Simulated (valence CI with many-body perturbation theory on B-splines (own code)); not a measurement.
## Ce X: calculated level list

Computed by valence CI with perturbative core correlation (CI+MBPT): three valence electrons over a frozen Dirac-Fock core [Kr] 4d10, a basis of 7 s, 7 p, 7 d, 7 f, 4 g, 2 h functions for each j, with the one-electron correlation potential Σ1, the two-electron term Σ2, the three-electron term Σ3, Breit, model QED; selected CI, second order for the rest, scaled by the run's own slope (own B-spline code, finite nucleus).

No measured spectrum was set against this ion. As an estimate, levels hold to about 250 cm⁻¹ or 0.2 % of their energy and the worst to 1 %, as in measured heavy ions of charge 2 to 7; those with d or f electrons hold less well.

Levels 1 to 45 of 216, with energies above the lowest level, 5s2.5p 2P°_1/2. "Leading %" is the weight of the configuration and term that name the level; weights of strongly mixed levels are sums over their largest components and can fall short. Lifetimes count E1, E2, E3, M1 and M2 decay at the calculated energies, and are blank where another channel may lead or the interval is too uncertain; long ones can be off by a factor of two.

| No. | Configuration | Term | J | E (eV) | Leading % | g | Lifetime |
| --- | --- | --- | --- | --- | --- | --- | --- |
| 1 | 5s2.5p | 2P° | 1/2 | 0.000 | 98 | 0.665 |  |
| 2 | 5s2.5p | 2P° | 3/2 | 4.145 | 98 | 1.334 | 2.93 ms |
| 3 | 4f.5s2 | 2F° | 5/2 | 6.863 | 98 | 0.856 | 75.8 ms |
| 4 | 4f.5s2 | 2F° | 7/2 | 7.184 | 98 | 1.142 | 2.02 s |
| 5 | 5s.5p2 | 4P | 1/2 | 17.252 | 88 | 2.567 | 3.07 ns |
| 6 | 5s.5p2 | 4P | 3/2 | 19.625 | 97 | 1.713 | 21.0 ns |
| 7 | 5s.5p2 | 4P | 5/2 | 21.001 | 71 | 1.487 | 3.02 ns |
| 8 | 4f.5s.5p | 4G | 5/2 | 22.717 | 57 | 0.763 | 28.0 ns |
| 9 | 4f.5s.5p | 4F | 7/2 | 23.113 | 48 | 1.152 | 24.1 ns |
| 10 | 4f.5s.5p | 4F | 3/2 | 23.185 | 50 | 0.637 | 546 ps |
| 11 | 4f.5s.5p | 4F | 5/2 | 23.668 | 42 | 1.015 | 3.67 ns |
| 12 | 4f.5s.5p | 2F | 7/2 | 23.683 | 48 | 1.152 | 3.44 ns |
| 13 | 4f.5s.5p | 4F | 9/2 | 23.868 | 52 | 1.250 | 5.67 ns |
| 14 | 5s.5p2 | 2D | 3/2 | 23.934 | 53 | 0.712 | 393 ps |
| 15 | 4f.5s.5p | 2F | 5/2 | 24.429 | 33 | 1.010 | 2.36 ns |
| 16 | 4f.5s.5p | 2G | 7/2 | 25.007 | 43 | 1.058 | 2.84 ns |
| 17 | 5s.5p2 | 2D | 5/2 | 25.572 | 48 | 1.152 | 844 ps |
| 18 | 5s.5p2 | 2P | 1/2 | 25.877 | 66 | 1.148 | 57.8 ps |
| 19 | 4f.5s.5p | 4G | 9/2 | 26.703 | 57 | 1.241 | 98.1 ns |
| 20 | 4f.5s.5p | 4F | 7/2 | 26.747 | 38 | 1.180 | 6.68 ns |
| 21 | 4f.5s.5p | 4D | 5/2 | 27.163 | 59 | 1.228 | 8.28 ns |
| 22 | 4f.5s.5p | 4G | 11/2 | 27.196 | 100 | 1.273 | 4.47 ms |
| 23 | 4f.5s.5p | 4D | 3/2 | 27.524 | 86 | 1.099 | 27.3 ns |
| 24 | 4f.5s.5p | 2F | 7/2 | 27.575 | 34 | 1.132 | 5.74 ns |
| 25 | 4f.5s.5p | 4D | 1/2 | 27.755 | 100 | -0.003 | 735 ns |
| 26 | 4f.5s.5p | 2D | 5/2 | 28.440 | 54 | 1.144 | 1.19 ns |
| 27 | 4f.5s.5p | 2G | 9/2 | 28.618 | 93 | 1.119 | 228 ns |
| 28 | 4f.5s.5p | 2D | 3/2 | 29.245 | 80 | 0.846 | 602 ps |
| 29 | 5s.5p2 | 2S | 1/2 | 30.027 | 62 | 1.622 | 79.9 ps |
| 30 | 5s.5p2 | 2P | 3/2 | 30.393 | 81 | 1.255 | 45.8 ps |
| 31 | 4f.5s.5p | 2F | 5/2 | 31.010 | 85 | 0.888 | 83.9 ps |
| 32 | 4f.5s.5p | 2F | 7/2 | 31.295 | 88 | 1.138 | 80.8 ps |
| 33 | 4f.5s.5p | 2G | 7/2 | 31.962 | 88 | 0.889 | 80.8 ps |
| 34 | 4f2.5s | 4H | 7/2 | 32.079 | 96 | 0.675 | 2.04 ns |
| 35 | 4f.5s.5p | 2D | 3/2 | 32.079 | 86 | 0.798 | 84.4 ps |
| 36 | 4f.5s.5p | 2G | 9/2 | 32.141 | 89 | 1.111 | 78.7 ps |
| 37 | 4f2.5s | 4H | 9/2 | 32.200 | 95 | 0.975 | 1.92 ns |
| 38 | 4f.5s.5p | 2D | 5/2 | 32.287 | 82 | 1.194 | 91.4 ps |
| 39 | 4f2.5s | 4H | 11/2 | 32.355 | 99 | 1.132 |  |
| 40 | 4f2.5s | 4H | 13/2 | 32.540 | 100 | 1.230 | 30.6 ms |
| 41 | 4f2.5s | 4F | 3/2 | 32.848 | 98 | 0.402 | 29.3 ns |
| 42 | 4f2.5s | 4F | 5/2 | 32.922 | 99 | 1.028 | 58.8 ns |
| 43 | 4f2.5s | 4F | 7/2 | 33.018 | 98 | 1.234 | 438 ns |
| 44 | 4f2.5s | 4F | 9/2 | 33.108 | 93 | 1.318 | 106 ns |
| 45 | 4f2.5s | 2H | 9/2 | 33.561 | 81 | 0.949 | 21.5 ns |

Names give the largest LS component (configuration and term), which can be under half, so a name can repeat, a term be missing and a line seem to break the LS rules; names also repeat where a configuration has a term twice.

The ionisation energy to 5s2 1S_0 of the next ion comes out as 141.17 eV (NIST: 140 ± 2.2 eV (theoretical)). All 216 levels together are meant to be complete up to 60.939 eV.
